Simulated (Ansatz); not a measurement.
cyclotrisilazane (H$_{9}$N$_{3}$Si$_{3}$), singlet, geometry from GFN2-xTB. Base run: PBE0/6-31G** (Ansatz, a first-principles code).

Geometry (Å):
```xyz
15

Si     1.6805    -0.4250    -0.5260
N      0.5029    -1.5283     0.0838
Si    -1.1756    -1.3103     0.4170
N     -1.4604     0.3849     0.5626
Si    -0.5484     1.7237    -0.0303
N      1.0610     1.1711    -0.3142
H      1.9400    -0.6891    -1.9538
H      2.9119    -0.5630     0.2645
H      0.8167    -2.4820     0.1374
H     -1.9928    -1.8825    -0.6696
H     -1.4903    -1.9490     1.7023
H     -2.3680     0.6255     0.9220
H     -0.5161     2.7633     1.0076
H     -1.1399     2.2430    -1.2778
H      1.7230     1.9022    -0.5089
```
All else is at Ansatz's defaults.
Base energy -1037.68688 Eh.

The base run was repeated with changes; each row names its change, and settings that it needs were set with it.

```csv
change,ΔE vs base (µEh)
base,0.0
lower_state_search = off,0.0
forces = on,-34.6
"final_grid = 4, 8, 17",-66.5
"final_grid = 10, 20, 41",-1.1
"point_charge = charge:-1.0 position_ang:-0.4087, 3.7439, -4.6705",-617
lower_state_search = full,0.0
lower_state_search = light,0.0
"point_charge = charge:1.0 position_ang:5.1306, -0.206, -3.092",-4470
accuracy = high,-35.0
nuclear_model = gaussian,[?]
```

**Question.** What belongs in the gaps?

**Answer.** 
- nuclear_model = gaussian, ΔE vs base (µEh): 521
